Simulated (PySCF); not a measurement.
## Dipole response of Ir (iridium, neutral)

[Xe] 4f14 5d7 6s2, high-spin 4F determinant. Computed with PySCF 2.14 in def2-TZVPPD with the def2 core potential (60 electrons), with scalar relativity through the core potential. Coupled (time-dependent) response in atomic units; α is the mean over directions.

```tsv
method	mean α (bohr³)	C₆ (like pair)	S(−4)
UHF	62.25	661.8	2001
PBE	46.00	464.9	820.2
PBE0	48.36	495.3	924.3
wB97X	49.88	519.8	928.5
```

S(−4) is the Cauchy moment in α(ω) = α(0) + S(−4) ω² + …

Reference α: 54 ± 7 bohr³ (recommended; Schwerdtfeger and Nagle, table of static dipole polarizabilities (2023 update)). Published C₆: 522.0 (Gould and Bucko (2016)).

Spin-orbit coupling is absent.

Hartree-Fock lies above the reference because it lacks correlation, which contracts the outer shell.

α(iu) at wB97X:

```json
{"u (hartree)": "0", "α(iu) (bohr³)": "49.88"}
{"u (hartree)": "0.0500", "α(iu) (bohr³)": "47.68"}
{"u (hartree)": "0.100", "α(iu) (bohr³)": "42.32"}
{"u (hartree)": "0.200", "α(iu) (bohr³)": "30.24"}
{"u (hartree)": "0.300", "α(iu) (bohr³)": "21.68"}
{"u (hartree)": "0.500", "α(iu) (bohr³)": "13.01"}
{"u (hartree)": "0.750", "α(iu) (bohr³)": "8.545"}
{"u (hartree)": "1.00", "α(iu) (bohr³)": "6.313"}
{"u (hartree)": "1.50", "α(iu) (bohr³)": "3.971"}
{"u (hartree)": "2.00", "α(iu) (bohr³)": "2.730"}
{"u (hartree)": "3.00", "α(iu) (bohr³)": "1.495"}
{"u (hartree)": "5.00", "α(iu) (bohr³)": "0.6315"}
```

Energies and moments cover only the electrons outside the core potential. Spin-orbit coupling, absent here, splits the open shell strongly.
